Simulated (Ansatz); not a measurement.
Computed with Ansatz on PBE0-D4/def2-TZVP structures; ΔE is electronic, products minus reactants. CBS: MP2 limit from def2 TZ/QZ plus the TZ coupled-cluster correction, frozen cores. DFT in def2-TZVPP. B3LYP here is the variant with VWN-RPA as its local correlation; programs differ in this. Each species was taken in one conformer, which may not be the lowest.

Reaction (ligand exchange at the Si–O bond): `O[Si](O)(O)O[SiH2]F` + `O[SiH2]O` → `O[SiH2]O[Si](O)(O)O` + `O[SiH2]F`

`O[Si](O)(O)O[SiH2]F`:

Cartesian coordinates in Å:
```
O 0.621 -1.335 -1.418
Si -0.385 -0.180 -0.871
O -0.801 0.943 -1.975
O -1.762 -0.896 -0.385
O 0.428 0.553 0.330
Si 0.995 0.409 1.841
F -0.074 1.024 2.851
H 0.255 -1.982 -2.022
H -0.149 1.606 -2.205
H -2.543 -0.345 -0.317
H 2.228 1.213 1.961
H 1.186 -1.010 2.209
```

`O[SiH2]O`:

```xyz
7

O    -0.874    1.090   -0.389
Si    0.401    0.155    0.054
O     0.008   -1.424    0.273
H    -1.271    0.926   -1.246
H     1.439    0.118   -1.001
H     0.877    0.775    1.311
H    -0.581   -1.641    0.998
```

`O[SiH2]O[Si](O)(O)O`:

Z-matrix (Å, degrees):
```
Si
O 1 1.646
O 1 1.635 2 110.4
H 1 1.484 2 107.6 3 -122.3
H 1 1.478 2 108.5 3 117.2
Si 2 1.619 1 135.7 3 39.2
H 3 0.963 1 114.4 2 -42.5
O 6 1.625 2 114.8 1 104.7
O 6 1.641 2 104.5 1 -12.3
O 6 1.630 2 109.8 1 -135.5
H 8 0.958 6 117.1 2 87.9
H 9 0.958 6 116.9 2 165.6
H 10 0.958 6 117.4 2 36.7
```

`O[SiH2]F`:

Cartesian coordinates in Å:
```
O -0.943 0.678 -0.520
Si 0.217 -0.111 0.310
F 1.664 0.225 -0.273
H -1.151 0.397 -1.412
H 0.150 0.391 1.695
H 0.063 -1.580 0.200
```

| level | ΔE (kJ/mol) | difference from CCSD(T)/CBS |
| --- | --- | --- |
| r2SCAN-D4 | -6.9 | -1.0 |
| B3LYP-D4 | -5.7 | 0.2 |
| ωB97M-V | -7.3 | -1.4 |
| PBE | -4.8 | 1.1 |
| r2SCAN | -6.4 | -0.5 |
| PBE0 | -4.9 | 1.0 |
| B3LYP | -2.9 | 3.0 |
| HF/def2-TZVPP | -0.2 | 5.7 |
| SCS-MP2/def2-QZVPP | -4.5 | 1.4 |
| HF/CBS(def2) | 0.5 | 6.4 |
| CCSD(T)/CBS | -5.9 | 0 |

Largest T1 diagnostic among the species: 0.012.

In def2-TZVPP, CCSD(T) changes the Hartree–Fock value by −6.1 kJ/mol (the triples alone add −1.1 kJ/mol) and MP2 by −6.1 kJ/mol.
